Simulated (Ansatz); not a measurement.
Consider the cleavage of the Al–Zn bond: `[OH][AlH][Zn][F]` + `BO` → `B[O][AlH][OH]` + `[F][ZnH]`.

Program: Ansatz. Geometries: PBE0-D4/def2-TZVP. ΔE: electronic, gas phase. CCSD(T)/CBS is the MP2 limit (def2-TZVPP, def2-QZVPP) plus CCSD(T) − MP2 in def2-TZVPP, frozen cores. This one scheme is used for every species. Functionals use def2-TZVPP. HSE06 is defined as in plane-wave codes. For Zn outer-core shells are correlated without core-valence functions, which leaves a few kJ/mol of doubt a bond. Scalar relativity is left out up to krypton. Each species was taken in one conformer, which may not be the lowest.

(1) Is it downhill or uphill in electronic energy at CCSD(T)/CBS, and by how much? (An estimate is asked.)

(2) What do these levels give: LDA (SPW92), revPBE-D4, BLYP-D4, HSE06-D4, CCSD(T)/def2-SVP, SCS-MP2/def2-TZVPP? (Best estimate.)

Largest T1 diagnostic among the species: 0.018.

Answers

(1) The calculation gave: Downhill: ΔE = -0.99 eV.

(2) Computed: LDA (SPW92) -0.89, revPBE-D4 -0.83, BLYP-D4 -0.97, HSE06-D4 -0.88, CCSD(T)/def2-SVP -1.01, SCS-MP2/def2-TZVPP -1.13 eV.

From BLYP to BHLYP (50 % exact exchange), in def2-TZVPP and without D4, ΔE moves by −0.15 eV. In def2-TZVPP, CCSD(T) changes the Hartree–Fock value by +0.12 eV (the triples alone add +0.02 eV) and MP2 by +0.05 eV. Leaving LDA and LC-ωPBE aside and taking each functional with its dispersion term where it has one, the values, not all of them listed here, spread over 0.28 eV, from BHLYP-D4 to PBE-D4. LDA lies −0.09 eV from PBE without D4.
